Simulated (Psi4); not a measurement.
Two rigid molecules brought together: HCl ··· H3ClSi (SMILES Cl and [SiH3]Cl). Monomers: optimised at B3LYP-D3(BJ) (def2-TZVP), held rigid. Orientation: a random orientation, not optimised. The monomers approach along the line of their centres of mass (distance R); nothing else relaxes.

Geometry at R = 4.32 Å (first 2 atoms: monomer A):
```
7

Cl     0.6410     0.0000     0.0000
H     -0.6410     0.0000     0.0000
Si    -2.6949    -1.2096    -3.2281
Cl    -3.0384     0.3269    -1.8899
H     -1.3010    -1.1132    -3.7034
H     -3.6353    -1.0662    -4.3565
H     -2.9150    -2.4931    -2.5335
```

- PBE/def2-TZVP, counterpoise-corrected (Psi4)
- PBE-D3(BJ)/def2-TZVP, counterpoise-corrected (Psi4)
- PBE0/def2-TZVP, counterpoise-corrected (Psi4)
- SAPT0/jun-cc-pVDZ, frozen core (Psi4)

Interaction energies in kcal/mol; the last columns give the difference from SAPT0:

```json
[
 {"R / Å": "3.72", "PBE/def2-TZVP": "-1.00", "PBE-D3(BJ)/def2-TZVP": "-2.11", "PBE0/def2-TZVP": "-0.85", "SAPT0/jun-cc-pVDZ": "-0.79", "PBE/def2-TZVP − SAPT0/jun-cc-pVDZ": "-0.21", "PBE-D3(BJ)/def2-TZVP − SAPT0/jun-cc-pVDZ": "-1.32", "PBE0/def2-TZVP − SAPT0/jun-cc-pVDZ": "-0.06"},
 {"R / Å": "3.92", "PBE/def2-TZVP": "-1.27", "PBE-D3(BJ)/def2-TZVP": "-2.22", "PBE0/def2-TZVP": "-1.16", "SAPT0/jun-cc-pVDZ": "-1.28", "PBE/def2-TZVP − SAPT0/jun-cc-pVDZ": "0.01", "PBE-D3(BJ)/def2-TZVP − SAPT0/jun-cc-pVDZ": "-0.94", "PBE0/def2-TZVP − SAPT0/jun-cc-pVDZ": "0.13"},
 {"R / Å": "4.10", "PBE/def2-TZVP": "-1.26", "PBE-D3(BJ)/def2-TZVP": "-2.08", "PBE0/def2-TZVP": "-1.17", "SAPT0/jun-cc-pVDZ": "-1.38", "PBE/def2-TZVP − SAPT0/jun-cc-pVDZ": "0.12", "PBE-D3(BJ)/def2-TZVP − SAPT0/jun-cc-pVDZ": "-0.70", "PBE0/def2-TZVP − SAPT0/jun-cc-pVDZ": "0.21"},
 {"R / Å": "4.32", "PBE/def2-TZVP": "-1.12", "PBE-D3(BJ)/def2-TZVP": "-1.79", "PBE0/def2-TZVP": "-1.05", "SAPT0/jun-cc-pVDZ": "-1.29", "PBE/def2-TZVP − SAPT0/jun-cc-pVDZ": "0.17", "PBE-D3(BJ)/def2-TZVP − SAPT0/jun-cc-pVDZ": "-0.50", "PBE0/def2-TZVP − SAPT0/jun-cc-pVDZ": "0.24"},
 {"R / Å": "4.51", "PBE/def2-TZVP": "-0.97", "PBE-D3(BJ)/def2-TZVP": "-1.52", "PBE0/def2-TZVP": "-0.91", "SAPT0/jun-cc-pVDZ": "-1.15", "PBE/def2-TZVP − SAPT0/jun-cc-pVDZ": "0.18", "PBE-D3(BJ)/def2-TZVP − SAPT0/jun-cc-pVDZ": "-0.37", "PBE0/def2-TZVP − SAPT0/jun-cc-pVDZ": "0.24"},
 {"R / Å": "4.72", "PBE/def2-TZVP": "-0.80", "PBE-D3(BJ)/def2-TZVP": "-1.24", "PBE0/def2-TZVP": "-0.76", "SAPT0/jun-cc-pVDZ": "-0.98", "PBE/def2-TZVP − SAPT0/jun-cc-pVDZ": "0.18", "PBE-D3(BJ)/def2-TZVP − SAPT0/jun-cc-pVDZ": "-0.26", "PBE0/def2-TZVP − SAPT0/jun-cc-pVDZ": "0.23"},
 {"R / Å": "5.03", "PBE/def2-TZVP": "-0.58", "PBE-D3(BJ)/def2-TZVP": "-0.90", "PBE0/def2-TZVP": "-0.56", "SAPT0/jun-cc-pVDZ": "-0.76", "PBE/def2-TZVP − SAPT0/jun-cc-pVDZ": "0.18", "PBE-D3(BJ)/def2-TZVP − SAPT0/jun-cc-pVDZ": "-0.14", "PBE0/def2-TZVP − SAPT0/jun-cc-pVDZ": "0.20"},
 {"R / Å": "5.32", "PBE/def2-TZVP": "-0.43", "PBE-D3(BJ)/def2-TZVP": "-0.67", "PBE0/def2-TZVP": "-0.42", "SAPT0/jun-cc-pVDZ": "-0.60", "PBE/def2-TZVP − SAPT0/jun-cc-pVDZ": "0.17", "PBE-D3(BJ)/def2-TZVP − SAPT0/jun-cc-pVDZ": "-0.07", "PBE0/def2-TZVP − SAPT0/jun-cc-pVDZ": "0.18"},
 {"R / Å": "5.79", "PBE/def2-TZVP": "-0.27", "PBE-D3(BJ)/def2-TZVP": "-0.41", "PBE0/def2-TZVP": "-0.28", "SAPT0/jun-cc-pVDZ": "-0.42", "PBE/def2-TZVP − SAPT0/jun-cc-pVDZ": "0.15", "PBE-D3(BJ)/def2-TZVP − SAPT0/jun-cc-pVDZ": "0.01", "PBE0/def2-TZVP − SAPT0/jun-cc-pVDZ": "0.14"},
 {"R / Å": "6.52", "PBE/def2-TZVP": "-0.15", "PBE-D3(BJ)/def2-TZVP": "-0.22", "PBE0/def2-TZVP": "-0.16", "SAPT0/jun-cc-pVDZ": "-0.26", "PBE/def2-TZVP − SAPT0/jun-cc-pVDZ": "0.11", "PBE-D3(BJ)/def2-TZVP − SAPT0/jun-cc-pVDZ": "0.04", "PBE0/def2-TZVP − SAPT0/jun-cc-pVDZ": "0.09"},
 {"R / Å": "7.48", "PBE/def2-TZVP": "-0.09", "PBE-D3(BJ)/def2-TZVP": "-0.11", "PBE0/def2-TZVP": "-0.09", "SAPT0/jun-cc-pVDZ": "-0.15", "PBE/def2-TZVP − SAPT0/jun-cc-pVDZ": "0.06", "PBE-D3(BJ)/def2-TZVP − SAPT0/jun-cc-pVDZ": "0.03", "PBE0/def2-TZVP − SAPT0/jun-cc-pVDZ": "0.05"},
 {"R / Å": "8.84", "PBE/def2-TZVP": "-0.05", "PBE-D3(BJ)/def2-TZVP": "-0.06", "PBE0/def2-TZVP": "-0.05", "SAPT0/jun-cc-pVDZ": "-0.08", "PBE/def2-TZVP − SAPT0/jun-cc-pVDZ": "0.03", "PBE-D3(BJ)/def2-TZVP − SAPT0/jun-cc-pVDZ": "0.02", "PBE0/def2-TZVP − SAPT0/jun-cc-pVDZ": "0.03"}
]
```

PBE/def2-TZVP is furthest from SAPT0/jun-cc-pVDZ at 3.72 (-0.21 kcal/mol, below); its mean absolute difference over the points is 0.13 kcal/mol.

PBE-D3(BJ)/def2-TZVP is furthest from SAPT0/jun-cc-pVDZ at 3.72 (-1.32 kcal/mol, below); its mean absolute difference over the points is 0.37 kcal/mol.

PBE0/def2-TZVP is furthest from SAPT0/jun-cc-pVDZ at 4.32 (0.24 kcal/mol, above); its mean absolute difference over the points is 0.15 kcal/mol.
